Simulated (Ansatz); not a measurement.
Mulliken charges of C$_{2}$H$_{3}$FOSi, SMILES `C#CO[SiH2]F` from r2SCAN/def2-TZVPP in Ansatz (PBE0-D4/def2-TZVP geometry).

| atom | x (Å) | y (Å) | z (Å) | charge (e) |
| --- | --- | --- | --- | --- |
| C1 | -0.753 | 1.861 | 1.077 | -0.319 |
| C2 | -0.774 | 0.780 | 0.560 | 0.134 |
| O3 | -0.812 | -0.389 | 0.005 | -0.321 |
| Si4 | 0.551 | -1.085 | -0.656 | 0.691 |
| F5 | 0.042 | -2.477 | -1.206 | -0.301 |
| H6 | -0.749 | 2.818 | 1.538 | 0.245 |
| H7 | 1.553 | -1.308 | 0.403 | -0.064 |
| H8 | 1.033 | -0.257 | -1.777 | -0.064 |

Question: By hand: the dipole of these point charges (1 e Å = 4.8032 D).

Answer: Σ q r = (0.416, 0.422, 0.104) e Å, of length 0.602 e Å = 2.89 D.

Question: How does the dipole of the full density compare? (Best estimate.)

Answer: The calculation gave: (0.305, 0.062, -0.043) e Å, 1.51 D; the point charges give 1.91 times that, at 38° from its direction.

Point charges leave out the atoms' own dipoles, such as those of lone pairs, and Mulliken's split depends on the basis, so the two needn't agree.
